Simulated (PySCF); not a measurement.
## Relaxation of triplet Hf(OH)2

Method: PySCF, UB3LYP, basis Hf def2-SVP with ECP60, O def2-SVP, H def2-SVP (scalar-relativistic core potentials, no spin–orbit coupling, density fitting). A (50,194) grid was used.

A start displaced from a saddle point along its imaginary mode, of C2v symmetry, held to at least that symmetry:

```xyz
5
charge 0 multiplicity 3, angstrom
Hf   -0.0210    0.0065   -0.0037
O    -0.2405   -0.0321    1.9486
O     0.4473   -0.0321   -1.9118
H    -0.2765   -0.0731    2.9152
H     0.7473   -0.0731   -2.8313
```

Optimiser trace:
```
step  E − E(last) (kJ/mol)  largest gradient (Eh/bohr)
   0                  2.05                     0.01052
   1                  1.45                     0.00229
   2                  1.41                     0.00065
   3                  1.39                     0.00091
   4                  1.28                     0.00396
   5                  1.17                     0.01227
   6                  0.93                     0.00613
   7                  0.69                     0.00455
   8                  0.53                     0.00372
   9                  0.39                     0.00162
  10                  0.25                     0.00171
  11                  0.05                     0.00183
  12                  0.01                     0.00072
  13                  0.00                     0.00050
  14                  0.00                     0.00020
```

It ends at C2v with Hf–O 1.954 Å (×2), O–H 0.958 Å (×2); H–O–Hf 167.3° (×2), O–Hf–O 155.8°. The frequency run here used a shortcut that can spoil soft modes, so no verdict on minimum or saddle point is given.

Final geometry:
```xyz
5
charge 0 multiplicity 3, angstrom
Hf   -0.0653    0.0203   -0.0116
O    -0.0149   -0.0995    1.9383
O     0.6554   -0.0995   -1.8242
H     0.2102   -0.2168    2.8623
H     1.1858   -0.2168   -2.6135
```

With open d or f shells other occupations or spin states may lie lower. No spin–orbit coupling is included, which matters more the heavier the element.
